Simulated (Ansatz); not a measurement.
`CO[SiH2]C` + `OB(O)[Te][SiH3]` → `C[SiH2][Te][SiH3]` + `COB(O)O`  (redistribution)

Gas-phase electronic energies from Ansatz, PBE0-D4/def2-TZVP geometries. CCSD(T)/CBS adds triple-zeta CCSD(T) − MP2 to the extrapolated MP2 energy (def2 sets, frozen cores). Functionals use def2-TZVPP. B3LYP here is the variant with VWN-RPA as its local correlation; programs differ in this. def2 core potentials past Kr. For Te outer-core shells are correlated without core-valence functions, which leaves a few kJ/mol of doubt a bond. Each species was taken in one conformer, which may not be the lowest.

```
             level  ΔE (kcal/mol)  difference from CCSD(T)/CBS
        r2SCANh-D4          -15.6                         -0.5
          BHLYP-D4          -16.2                         -1.1
      CAM-B3LYP-D4          -14.8                          0.3
              BLYP          -13.3                          1.8
              PBE0          -16.0                         -0.9
             B3LYP          -14.4                          0.7
             BHLYP          -15.5                         -0.4
     CCSD/def2-SVP          -20.3                         -5.2
   CCSD/def2-TZVPP          -15.1                          0.0
SCS-MP2/def2-QZVPP          -14.5                          0.6
       CCSD(T)/CBS          -15.1                            0
```

Largest T1 diagnostic among the species: 0.012.

Leaving LDA and LC-ωPBE aside and taking each functional with its dispersion term where it has one, the values, not all of them listed here, spread over 2.7 kcal/mol, from HSE06-D4 to BLYP-D4. From PBE to PBE0 (25 % exact exchange), in def2-TZVPP and without D4, ΔE moves by −1.2 kcal/mol.
